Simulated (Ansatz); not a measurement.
The cluster TiSi₆⁺. Charge 1, multiplicity 2. Geometry PBE0-D4/def2-SVP; atoms count from 1.

Cartesian coordinates in Å:
```
Ti -0.162 -0.147 -1.873
Si 0.840 -2.023 -0.648
Si 0.742 0.868 2.103
Si 1.625 0.081 0.027
Si -0.572 -0.750 0.886
Si -2.179 0.370 -0.576
Si -0.295 1.600 0.081
```

The charge 1 doublet is spin-contaminated (final ⟨S²⟩ up to 0.86, 0.75 for a pure state). No other spin state of charge 1 was run. Another isomer (doublet) lies 0.20 eV lower at PBE0-D4/def2-TZVP; other spin states weren't run for this one.

Problem. Estimate the Mulliken populations from the PBE0/def2-TZVP orbitals of Ansatz.

Solution. 
```csv
atom,charge (e),spin (α − β),d electrons
Ti1,0.52,0.89,2.60
Si2,0.03,0.06,–
Si3,0.15,-0.02,–
Si4,0.07,0.02,–
Si5,0.13,-0.02,–
Si6,0.03,0.05,–
Si7,0.08,0.02,–
```
Mulliken values and Mayer orders depend strongly on the basis.

Problem. Where does the spin sit?

Solution. Summed by element: Ti 0.89, Si 0.11, of 1 unpaired in all. Largest on single atoms: Ti1 0.89, Si2 0.06, Si6 0.05.

Problem. And the Mayer bond orders between bonded heavy atoms (over 0.3)?

Solution. Ti1–Si2 1.06 (2.45 Å); Ti1–Si4 0.66 (2.62 Å); Ti1–Si5 0.40 (2.85 Å); Ti1–Si6 1.07 (2.45 Å); Ti1–Si7 0.65 (2.62 Å); Si2–Si4 0.87 (2.35 Å); Si2–Si5 0.70 (2.44 Å); Si3–Si4 0.79 (2.39 Å); Si3–Si5 0.75 (2.41 Å); Si3–Si7 0.80 (2.39 Å); Si4–Si5 0.51 (2.50 Å); Si4–Si7 0.58 (2.45 Å); Si5–Si6 0.70 (2.44 Å); Si5–Si7 0.51 (2.50 Å); Si6–Si7 0.87 (2.34 Å).
